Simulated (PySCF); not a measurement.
# Which determinant of GaBr⁺ lies lowest?

Unrestricted PBE0; basis Ga def2-TZVPPD, Br def2-TZVPPD; no relativity; PySCF 2.14. Outer shells of the fragments: Ga+ 3d10 4s2; Br 3d10 4s2 4p5.

Followed along the bond (rough minima from three points):

```json
{"2Ms+1": "2", "unpaired": "σ ↑", "⟨S²⟩ at the start": "0.76", "R at minimum (Å)": "2.26", "Te (eV)": "0.00"}
{"2Ms+1": "2", "unpaired": "π ↑", "⟨S²⟩ at the start": "0.75", "R at minimum (Å)": "2.99", "Te (eV)": "0.47"}
{"2Ms+1": "4", "unpaired": "σ ↑, π ↑↑", "⟨S²⟩ at the start": "3.76", "R at minimum (Å)": "2.54", "Te (eV)": "4.68"}
```

Solutions found at the starting distance of 2.420 Å, counted from the lowest of them; the search is not exhaustive and high or unbound solutions are not listed, so other states can lie among these:

```
2Ms+1   unpaired   term  E (eV)  ⟨S²⟩  ⟨Lz²⟩  μ (D)
    2        σ ↑    ²Σ⁺    0.00  0.76   0.00  -4.83
    2        π ↑     ²Π    0.86  0.75   1.01  -1.18
    4  σ ↑, π ↑↑  mixed    4.59  3.76   2.01  -0.62
    4  σ ↑, π ↑↑  mixed    4.74  3.76   2.01  -0.57
    2  σ ↑, π ↑↓  mixed    4.86  1.76   2.01  -0.64
    4  σ ↑↑, π ↑     ⁴Π    6.64  3.75   1.01  -0.38
```

A term symbol is given only where ⟨S²⟩ and ⟨Lz²⟩ are close to those of a pure state; real π, δ and φ orbitals otherwise mix terms. A positive dipole points towards Br; it is taken about the centre of mass and depends on that origin.

Q: Compare the gap between the two lowest followed solutions at the starting distance with the gap between their minima.

A: At PBE0 the second solution (doublet, unpaired electrons π ↑) lies +0.86 eV from the first (doublet, unpaired electrons σ ↑) at 2.420 Å and +0.47 eV at the minima; the two curves relax by different amounts, since their minima lie near 2.99 and 2.26 Å.

Spin–orbit coupling is left out. Counting both spins, an empty level lies below a filled one in some of these solutions, because spin and occupation are held.
